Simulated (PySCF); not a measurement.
PySCF input file for Si(H)2(Me)2 (C2H8Si), SMILES C[SiH2]C, IEF-PCM-ωB97X/def2-SVP. The structure is a stationary point at r2SCAN-D4/def2-SVP. The isomer is the one that the SMILES or the coordinates give; other isomers of the formula were not compared.

```python
import numpy as np
from pyscf import gto, scf, dft
from pyscf.solvent import pcm

mol = gto.M(
    atom='''
    Si    0.00000000    0.00000000   -0.55004725
    C     1.55252567    0.00000000    0.51240404
    C    -1.55252567   -0.00000000    0.51240404
    H     0.00000000    1.20758098   -1.43731550
    H    -0.00000000   -1.20758100   -1.43731550
    H     1.58771844   -0.89060881    1.16077577
    H     2.46260489   -0.00000001   -0.10832953
    H     1.58771844    0.89060881    1.16077576
    H    -2.46260490    0.00000000   -0.10832953
    H    -1.58771845   -0.89060881    1.16077577
    H    -1.58771844    0.89060882    1.16077576
    ''',
    basis='def2-SVP',
    charge=0,
    spin=0,
    max_memory=1600,
    verbose=3,
)
mf = dft.RKS(mol, xc='wb97x').density_fit(auxbasis='def2-universal-jkfit')
mf.grids.level = 3
mf.conv_tol = 1e-9
mf.max_cycle = 100
mf.kernel()
res = {}
for name, eps in {'water': 78.355, 'ethylethanoate': 5.9867, 'cyclohexanone': 15.619}.items():
    s = mf.PCM()
    s.with_solvent.method, s.with_solvent.eps, s.with_solvent.lebedev_order = 'IEF-PCM', eps, 29
    s.kernel(mf.make_rdm1())
    res[name] = (s.e_tot, eps, s.dip_moment(), s.mo_energy, s.converged)
    print(f'{name}: electrostatic solvation free energy {(s.e_tot - mf.e_tot) * 627.509474:.3f} kcal/mol')
```

Output:

```
converged SCF energy = -370.3554240038

WARN: PCM is an experimental feature. It is still in testing.
Features and APIs may be changed in the future.

converged SCF energy = -370.356902772582
Dipole moment(X, Y, Z, Debye):  0.00000,  0.00000,  1.02073
water: electrostatic solvation free energy -0.928 kcal/mol

WARN: PCM is an experimental feature. It is still in testing.
Features and APIs may be changed in the future.

converged SCF energy = -370.356550054996
Dipole moment(X, Y, Z, Debye):  0.00000,  0.00000,  0.95662
ethylethanoate: electrostatic solvation free energy -0.707 kcal/mol

WARN: PCM is an experimental feature. It is still in testing.
Features and APIs may be changed in the future.

converged SCF energy = -370.356777059534
Dipole moment(X, Y, Z, Debye):  0.00000,  0.00000,  0.99757
cyclohexanone: electrostatic solvation free energy -0.849 kcal/mol
```

Self-consistency was reached.

Cost: around 60 core-seconds (rough).
